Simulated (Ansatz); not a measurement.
## Nudged elastic band run: ClF3H2OW

Input file:

```yaml
crystal:
  periodic: [false, false, false]
  atoms:
    - { symbol: W, position_ang: [0.070534, -0.056064, 0.091987] }
    - { symbol: H, position_ang: [0.712571, -0.285707, 1.641167] }
    - { symbol: F, position_ang: [1.773498, 0.610751, -0.209254] }
    - { symbol: Cl, position_ang: [-0.216052, 2.09768, 0.910511] }
    - { symbol: O, position_ang: [-1.769362, -0.078697, 0.25226] }
    - { symbol: H, position_ang: [-2.444263, 0.601022, 0.368717] }
    - { symbol: F, position_ang: [0.073735, -1.892721, 0.39473] }
    - { symbol: F, position_ang: [0.241739, -0.582563, -1.696817] }
basis:
  gaussian: { orbitals: def2-SVP }
hamiltonian:
  xc: pbe0
  dispersion: d4
neb:
  order_check: false
  images: 5
  f_tol: 0.03
  max_iterations: 57
  final_atoms:
    - { symbol: W, position_ang: [-0.60563797, 0.26217108, -0.28855898] }
    - { symbol: H, position_ang: [1.69667238, -0.91197939, 1.07989681] }
    - { symbol: F, position_ang: [2.30122694, -0.21378663, 0.99602304] }
    - { symbol: Cl, position_ang: [-0.55990456, 2.50430994, -0.24768565] }
    - { symbol: O, position_ang: [-2.37879911, 0.00150073, 0.17117562] }
    - { symbol: H, position_ang: [-2.56975984, 0.07993089, 1.12851514] }
    - { symbol: F, position_ang: [-0.04436667, -1.31846344, 0.57178977] }
    - { symbol: F, position_ang: [0.60296882, 0.01001782, -1.65785475] }
  initial_path:
    images:
      - { positions_ang: [[0.070534, -0.056064, 0.091987], [0.712571, -0.285707, 1.641167], [1.773498, 0.610751, -0.209254], [-0.216052, 2.09768, 0.910511], [-1.769362, -0.078697, 0.25226], [-2.444263, 0.601022, 0.368717], [0.073735, -1.892721, 0.39473], [0.241739, -0.582563, -1.696817]] }
      - { positions_ang: [[0.04511587, -0.038946, 0.06005401], [0.76561871, -0.17835048, 1.66194491], [1.79746292, 0.41368394, 0.15275226], [-0.14769315, 2.19333879, 0.58747672], [-1.82792271, -0.0550657, 0.18394479], [-2.38181531, 0.36303803, 0.57988377], [0.04860578, -1.87988717, 0.27601696], [0.14302788, -0.40411042, -1.74877241]] }
      - { positions_ang: [[0.01969774, -0.02182799, 0.02812102], [0.81866643, -0.07099396, 1.68272281], [1.82142783, 0.21661689, 0.51475852], [-0.0793343, 2.28899757, 0.26444243], [-1.88648341, -0.0314344, 0.11562958], [-2.31936761, 0.12505407, 0.79105054], [0.02347656, -1.86705334, 0.15730391], [0.04431676, -0.22565783, -1.80072783]] }
      - { positions_ang: [[-0.00572039, -0.00470999, -0.00381197], [0.87171414, 0.03636256, 1.70350072], [1.84539275, 0.01954983, 0.87676478], [-0.01097545, 2.38465636, -0.05859185], [-1.94504412, -0.0078031, 0.04731437], [-2.25691992, -0.1129299, 1.00221732], [-0.00165267, -1.85421951, 0.03859087], [-0.05439436, -0.04720525, -1.85268324]] }
      - { positions_ang: [[-0.20569291, 0.08425037, -0.09872764], [1.14670022, -0.27975143, 1.49563275], [1.99733748, -0.05822899, 0.91651753], [-0.19395182, 2.42454088, -0.12162312], [-2.08962912, -0.00470182, 0.08860146], [-2.36119989, -0.04864297, 1.04431659], [-0.01589067, -1.67563415, 0.21632384], [0.1647267, -0.02813089, -1.78774041]] }
      - { positions_ang: [[-0.40566544, 0.17321072, -0.19364331], [1.4216863, -0.59586541, 1.28776478], [2.14928221, -0.13600781, 0.95627028], [-0.37692819, 2.46442541, -0.18465438], [-2.23421411, -0.00160055, 0.12988854], [-2.46547986, 0.01564396, 1.08641587], [-0.03012867, -1.49704879, 0.3940568], [0.38384776, -0.00905653, -1.72279758]] }
      - { positions_ang: [[-0.60563797, 0.26217108, -0.28855898], [1.69667238, -0.91197939, 1.07989681], [2.30122694, -0.21378663, 0.99602304], [-0.55990456, 2.50430994, -0.24768565], [-2.37879911, 0.00150073, 0.17117562], [-2.56975984, 0.07993089, 1.12851514], [-0.04436667, -1.31846344, 0.57178977], [0.60296882, 0.01001782, -1.65785475]] }
```

Launched with:

```bash
$ ansatz run input.yaml --threads 2 --pin off --max-ram 3072MiB --backend cpu --events-out ev --progress --plain --runs-dir out
```

Output, in part (warnings, iteration lines):

```
NEB end point (image 0): max|allowed force component| = 2.637e-2 eV/Å (the criterion of neb.relax_end_points is 1.000e-2)
NEB end point (image 6): max|allowed force component| = 2.931e-2 eV/Å (the criterion of neb.relax_end_points is 1.000e-2)
NEB iter   1: max|band force component| = 1.184e1 eV/Å  barrier→ = 4.1444 eV  barrier← = 2.9032 eV  Δτ_max = 0.2000 Å  (377 SCF iters)
NEB iter   2: max|band force component| = 2.123e0 eV/Å  barrier→ = 3.3640 eV  barrier← = 2.1228 eV  Δτ_max = 0.2000 Å  (242 SCF iters)
NEB iter   3: max|band force component| = 1.975e0 eV/Å  barrier→ = 2.5760 eV  barrier← = 1.3348 eV  Δτ_max = 0.1021 Å  (216 SCF iters)
NEB iter   4: max|band force component| = 1.999e0 eV/Å  barrier→ = 1.8108 eV  barrier← = 0.5696 eV  Δτ_max = 0.1019 Å  (200 SCF iters)
NEB iter   5: max|band force component| = 1.914e0 eV/Å  barrier→ = 1.7392 eV  barrier← = 0.4980 eV  Δτ_max = 0.2000 Å  (194 SCF iters)
NEB iter   6: max|band force component| = 1.395e0 eV/Å  barrier→ = 1.7015 eV  barrier← = 0.4604 eV  Δτ_max = 0.1960 Å  (208 SCF iters)
NEB iter   7: max|band force component| = 5.806e-1 eV/Å  barrier→ = 1.5465 eV  barrier← = 0.3054 eV  Δτ_max = 0.2000 Å  (197 SCF iters)
NEB iter   8: max|band force component| = 9.964e-1 eV/Å  barrier→ = 1.4774 eV  barrier← = 0.2362 eV  Δτ_max = 0.0997 Å  (204 SCF iters)
NEB iter   9: max|band force component| = 5.388e-1 eV/Å  barrier→ = 1.3895 eV  barrier← = 0.1484 eV  Δτ_max = 0.1020 Å  (200 SCF iters)
NEB iter  10: max|band force component| = 1.800e0 eV/Å  barrier→ = 1.4322 eV  barrier← = 0.1910 eV  CI = image 3  Δτ_max = 0.1013 Å  (199 SCF iters)
NEB iter  11: max|band force component| = 1.750e0 eV/Å  barrier→ = 1.5093 eV  barrier← = 0.2681 eV  CI = image 3  Δτ_max = 0.2000 Å  (196 SCF iters)
NEB iter  12: max|band force component| = 9.269e-1 eV/Å  barrier→ = 1.7299 eV  barrier← = 0.4887 eV  CI = image 3  Δτ_max = 0.1997 Å  (210 SCF iters)
NEB iter  13: max|band force component| = 4.305e-1 eV/Å  barrier→ = 1.7351 eV  barrier← = 0.4940 eV  CI = image 3  Δτ_max = 0.1198 Å  (207 SCF iters)
NEB iter  14: max|band force component| = 3.408e-1 eV/Å  barrier→ = 1.7170 eV  barrier← = 0.4758 eV  CI = image 3  Δτ_max = 0.0590 Å  (202 SCF iters)
NEB iter  15: max|band force component| = 1.964e-1 eV/Å  barrier→ = 1.6976 eV  barrier← = 0.4565 eV  CI = image 3  Δτ_max = 0.1980 Å  (200 SCF iters)
NEB iter  16: max|band force component| = 4.559e-1 eV/Å  barrier→ = 1.6911 eV  barrier← = 0.4499 eV  CI = image 3  Δτ_max = 0.0999 Å  (200 SCF iters)
NEB iter  17: max|band force component| = 2.492e-1 eV/Å  barrier→ = 1.6875 eV  barrier← = 0.4464 eV  CI = image 3  Δτ_max = 0.0537 Å  (188 SCF iters)
NEB iter  18: max|band force component| = 1.387e-1 eV/Å  barrier→ = 1.6849 eV  barrier← = 0.4438 eV  CI = image 3  Δτ_max = 0.0999 Å  (200 SCF iters)
NEB iter  19: max|band force component| = 2.735e-1 eV/Å  barrier→ = 1.6830 eV  barrier← = 0.4419 eV  CI = image 3  Δτ_max = 0.0502 Å  (202 SCF iters)
NEB iter  20: max|band force component| = 2.589e-1 eV/Å  barrier→ = 1.6800 eV  barrier← = 0.4388 eV  CI = image 3  Δτ_max = 0.0503 Å  (204 SCF iters)
NEB iter  21: max|band force component| = 1.696e-1 eV/Å  barrier→ = 1.6758 eV  barrier← = 0.4346 eV  CI = image 3  Δτ_max = 0.0503 Å  (205 SCF iters)
NEB iter  22: max|band force component| = 1.126e-1 eV/Å  barrier→ = 1.6697 eV  barrier← = 0.4285 eV  CI = image 3  Δτ_max = 0.0504 Å  (200 SCF iters)
NEB iter  23: max|band force component| = 8.059e-2 eV/Å  barrier→ = 1.6631 eV  barrier← = 0.4220 eV  CI = image 3  Δτ_max = 0.0501 Å  (199 SCF iters)
NEB iter  24: max|band force component| = 9.563e-2 eV/Å  barrier→ = 1.6557 eV  barrier← = 0.4146 eV  CI = image 3  Δτ_max = 0.0501 Å  (201 SCF iters)
NEB iter  25: max|band force component| = 1.193e-1 eV/Å  barrier→ = 1.6477 eV  barrier← = 0.4065 eV  CI = image 3  Δτ_max = 0.0502 Å  (201 SCF iters)
NEB iter  26: max|band force component| = 1.392e-1 eV/Å  barrier→ = 1.6389 eV  barrier← = 0.3977 eV  CI = image 3  Δτ_max = 0.1009 Å  (203 SCF iters)
NEB iter  27: max|band force component| = 1.455e-1 eV/Å  barrier→ = 1.6189 eV  barrier← = 0.3777 eV  CI = image 3  Δτ_max = 0.1011 Å  (200 SCF iters)
NEB iter  28: max|band force component| = 2.671e-1 eV/Å  barrier→ = 1.5968 eV  barrier← = 0.3556 eV  CI = image 3  Δτ_max = 0.0507 Å  (201 SCF iters)
NEB iter  29: max|band force component| = 2.411e-1 eV/Å  barrier→ = 1.5854 eV  barrier← = 0.3442 eV  CI = image 3  Δτ_max = 0.0503 Å  (199 SCF iters)
NEB iter  30: max|band force component| = 2.111e-1 eV/Å  barrier→ = 1.5742 eV  barrier← = 0.3330 eV  CI = image 3  Δτ_max = 0.0503 Å  (195 SCF iters)
NEB iter  31: max|band force component| = 2.183e-1 eV/Å  barrier→ = 1.5638 eV  barrier← = 0.3226 eV  CI = image 3  Δτ_max = 0.0504 Å  (198 SCF iters)
NEB iter  32: max|band force component| = 2.160e-1 eV/Å  barrier→ = 1.5546 eV  barrier← = 0.3135 eV  CI = image 3  Δτ_max = 0.1053 Å  (197 SCF iters)
NEB iter  33: max|band force component| = 1.931e-1 eV/Å  barrier→ = 1.5427 eV  barrier← = 0.3016 eV  CI = image 3  Δτ_max = 0.1004 Å  (198 SCF iters)
NEB iter  34: max|band force component| = 2.641e-1 eV/Å  barrier→ = 1.5418 eV  barrier← = 0.3007 eV  CI = image 3  Δτ_max = 0.0503 Å  (193 SCF iters)
NEB iter  35: max|band force component| = 2.414e-1 eV/Å  barrier→ = 1.5413 eV  barrier← = 0.3002 eV  CI = image 3  Δτ_max = 0.0503 Å  (194 SCF iters)
NEB iter  36: max|band force component| = 2.227e-1 eV/Å  barrier→ = 1.5411 eV  barrier← = 0.3000 eV  CI = image 3  Δτ_max = 0.1004 Å  (201 SCF iters)
NEB iter  37: max|band force component| = 2.682e-1 eV/Å  barrier→ = 1.5410 eV  barrier← = 0.2999 eV  CI = image 3  Δτ_max = 0.1008 Å  (188 SCF iters)
NEB iter  38: max|band force component| = 3.031e-1 eV/Å  barrier→ = 1.5410 eV  barrier← = 0.2999 eV  CI = image 3  Δτ_max = 0.1002 Å  (189 SCF iters)
NEB iter  39: max|band force component| = 3.250e-1 eV/Å  barrier→ = 1.5410 eV  barrier← = 0.2999 eV  CI = image 3  Δτ_max = 0.0999 Å  (188 SCF iters)
NEB iter  40: max|band force component| = 3.683e-1 eV/Å  barrier→ = 1.5410 eV  barrier← = 0.2999 eV  CI = image 3  Δτ_max = 0.0500 Å  (188 SCF iters)
NEB iter  41: max|band force component| = 3.028e-1 eV/Å  barrier→ = 1.5410 eV  barrier← = 0.2999 eV  CI = image 3  Δτ_max = 0.0500 Å  (186 SCF iters)
NEB iter  42: max|band force component| = 1.686e-1 eV/Å  barrier→ = 1.5410 eV  barrier← = 0.2999 eV  CI = image 3  Δτ_max = 0.0499 Å  (187 SCF iters)
NEB iter  43: max|band force component| = 9.115e-2 eV/Å  barrier→ = 1.5410 eV  barrier← = 0.2999 eV  CI = image 3  Δτ_max = 0.0496 Å  (186 SCF iters)
NEB iter  44: max|band force component| = 6.976e-2 eV/Å  barrier→ = 1.5410 eV  barrier← = 0.2999 eV  CI = image 3  Δτ_max = 0.0498 Å  (189 SCF iters)
NEB iter  45: max|band force component| = 6.823e-2 eV/Å  barrier→ = 1.5410 eV  barrier← = 0.2999 eV  CI = image 3  Δτ_max = 0.0250 Å  (188 SCF iters)
NEB iter  46: max|band force component| = 7.388e-2 eV/Å  barrier→ = 1.5410 eV  barrier← = 0.2999 eV  CI = image 3  Δτ_max = 0.0125 Å  (184 SCF iters)
NEB iter  47: max|band force component| = 4.259e-2 eV/Å  barrier→ = 1.5410 eV  barrier← = 0.2999 eV  CI = image 3  Δτ_max = 0.0125 Å  (185 SCF iters)
NEB iter  48: max|band force component| = 3.982e-2 eV/Å  barrier→ = 1.5410 eV  barrier← = 0.2999 eV  CI = image 3  Δτ_max = 0.0125 Å  (182 SCF iters)
NEB iter  49: max|band force component| = 4.020e-2 eV/Å  barrier→ = 1.5410 eV  barrier← = 0.2999 eV  CI = image 3  Δτ_max = 0.0250 Å  (184 SCF iters)
NEB iter  50: max|band force component| = 3.900e-2 eV/Å  barrier→ = 1.5410 eV  barrier← = 0.2999 eV  CI = image 3  Δτ_max = 0.0499 Å  (185 SCF iters)
NEB iter  51: max|band force component| = 3.564e-2 eV/Å  barrier→ = 1.5410 eV  barrier← = 0.2999 eV  CI = image 3  Δτ_max = 0.0501 Å  (166 SCF iters)
NEB iter  52: max|band force component| = 3.616e-2 eV/Å  barrier→ = 1.5410 eV  barrier← = 0.2999 eV  CI = image 3  Δτ_max = 0.0501 Å  (163 SCF iters)
NEB iter  53: max|band force component| = 4.073e-2 eV/Å  barrier→ = 1.5410 eV  barrier← = 0.2999 eV  CI = image 3  Δτ_max = 0.0503 Å  (185 SCF iters)
NEB iter  54: max|band force component| = 7.377e-2 eV/Å  barrier→ = 1.5410 eV  barrier← = 0.2999 eV  CI = image 3  Δτ_max = 0.0250 Å  (175 SCF iters)
NEB iter  55: max|band force component| = 4.969e-2 eV/Å  barrier→ = 1.5410 eV  barrier← = 0.2999 eV  CI = image 3  Δτ_max = 0.0250 Å  (185 SCF iters)
NEB iter  56: max|band force component| = 5.045e-2 eV/Å  barrier→ = 1.5410 eV  barrier← = 0.2999 eV  CI = image 3  Δτ_max = 0.0249 Å  (168 SCF iters)
NEB iter  57: max|band force component| = 5.610e-2 eV/Å  barrier→ = 1.5410 eV  barrier← = 0.2999 eV  CI = image 3  Δτ_max = 0.0250 Å  (165 SCF iters)
Error: NEB band did not converge after 57 iterations: max|band force component| = 5.61e-2 eV/Å (threshold 3.0e-2); raise `neb.max_iterations` in a new run, which can start from the last band evaluated (`neb.initial_path`, with `crystal.atoms` and `neb.final_atoms` set to its first and last images), …
```

It did not converge within its limit. The band didn't meet its force threshold, so its energies are provisional: the largest band force was still 0.06 eV/Å, and over the last iterations the top stayed at 1.54 eV. Neighbouring images lie up to 2.1 Å apart, so the band is torn or far too coarse. Inner images lie below an end point, which means an intermediate or an end that isn't the lowest structure nearby. The orbitals stay closed-shell, which can raise the energy where a bond breaks towards radicals; this wasn't checked here.

Final band (atoms are numbered from 1 in the order of the input):

```csv
image,path coordinate (Å),energy (eV),W1–H2 (Å),W1–F3 (Å),H2–F3 (Å)
0,0.00,0.00,1.69,1.85,2.31
1,1.94,0.02,1.69,1.85,2.33
2,3.88,-0.07,1.68,1.86,2.35
3,5.82,1.54,1.77,2.15,1.21
4,7.94,1.22,3.33,2.66,0.93
5,10.07,1.34,3.21,2.78,0.93
6,12.19,1.24,2.92,3.21,0.93
```

Run time: 21 min on 2 threads of Arm Neoverse V1, on a shared host, peak memory 0.31 GiB.
